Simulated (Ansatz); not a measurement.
Geometry optimisation, RKS B3LYP/def2-SVP (Ansatz 0.2.0).

Input:

```yaml
crystal:
  periodic: [false, false, false]
  atoms:
    - { symbol: "N", position_ang: [-1.4536, -0.0311, -1.276] }
    - { symbol: Si, position_ang: [0.142, -0.3705, -1.0904] }
    - { symbol: "N", position_ang: [0.027, -0.1696, 0.4846] }
    - { symbol: Si, position_ang: [1.1646, 0.694, 1.3654] }
    - { symbol: H, position_ang: [-1.55914, 0.51956, -2.16486] }
    - { symbol: H, position_ang: [-1.9627, -0.86236, -1.50875] }
    - { symbol: H, position_ang: [0.3524, -1.8297, -1.1304] }
    - { symbol: H, position_ang: [-0.136, -1.0341, 0.9392] }
    - { symbol: H, position_ang: [1.1289, 2.1132, 0.9638] }
    - { symbol: H, position_ang: [2.445, 0.0829, 1.3278] }
basis:
  gaussian: { orbitals: def2-SVP }
hamiltonian:
  xc: b3lyp
relax:
  f_tol: 0.015
  max_steps: 40
```

Launched with:

```bash
$ ansatz run input.yaml --threads 1 --pin off --max-ram 2048MiB --backend cpu --events-out ev --progress --plain --runs-dir out
```

**Question.** Where does it end, and by what steps?

**Answer.** The forces met the threshold. After 16 steps the energy has fallen by 4.571 eV; H6 moved furthest, 1.06 Å. Joined: Si2–Si4.

```json
{"step": "0", "energy less start (eV)": "0.0000", "largest force component (eV/Å)": "6.917", "accepted": "yes"}
{"step": "1", "energy less start (eV)": "-1.7937", "largest force component (eV/Å)": "3.216", "accepted": "yes"}
{"step": "2", "energy less start (eV)": "-2.6443", "largest force component (eV/Å)": "2.205", "accepted": "yes"}
{"step": "3", "energy less start (eV)": "-3.3828", "largest force component (eV/Å)": "2.724", "accepted": "yes"}
{"step": "4", "energy less start (eV)": "-3.9128", "largest force component (eV/Å)": "1.126", "accepted": "yes"}
{"step": "5", "energy less start (eV)": "-4.1978", "largest force component (eV/Å)": "0.965", "accepted": "yes"}
{"step": "6", "energy less start (eV)": "-4.3879", "largest force component (eV/Å)": "0.253", "accepted": "yes"}
{"step": "7", "energy less start (eV)": "-4.4367", "largest force component (eV/Å)": "0.358", "accepted": "yes"}
{"step": "8", "energy less start (eV)": "-4.4643", "largest force component (eV/Å)": "1.152", "accepted": "yes"}
{"step": "9", "energy less start (eV)": "-4.5220", "largest force component (eV/Å)": "0.225", "accepted": "yes"}
{"step": "10", "energy less start (eV)": "-4.5480", "largest force component (eV/Å)": "0.280", "accepted": "yes"}
{"step": "11", "energy less start (eV)": "-4.5455", "largest force component (eV/Å)": "0.340", "accepted": "no"}
{"step": "12", "energy less start (eV)": "-4.5603", "largest force component (eV/Å)": "0.196", "accepted": "yes"}
{"step": "13", "energy less start (eV)": "-4.5663", "largest force component (eV/Å)": "0.291", "accepted": "yes"}
{"step": "14", "energy less start (eV)": "-4.5700", "largest force component (eV/Å)": "0.084", "accepted": "yes"}
{"step": "15", "energy less start (eV)": "-4.5705", "largest force component (eV/Å)": "0.042", "accepted": "yes"}
{"step": "16", "energy less start (eV)": "-4.5708", "largest force component (eV/Å)": "0.010", "accepted": "yes"}
```

```xyz
10
Properties=species:S:1:pos:R:3
N -1.422 -0.178 -1.585
Si 0.002 -0.623 -0.722
N 0.010 -0.472 1.002
Si 1.329 0.642 0.611
H -1.883 0.717 -1.461
H -1.636 -0.598 -2.483
H 0.429 -1.908 -1.347
H -0.454 -0.844 1.827
H 1.085 2.084 0.932
H 2.688 0.291 1.136
```

Run time: 69 s on 1 thread of Arm Neoverse V1, on a shared host, peak memory 0.19 GiB.
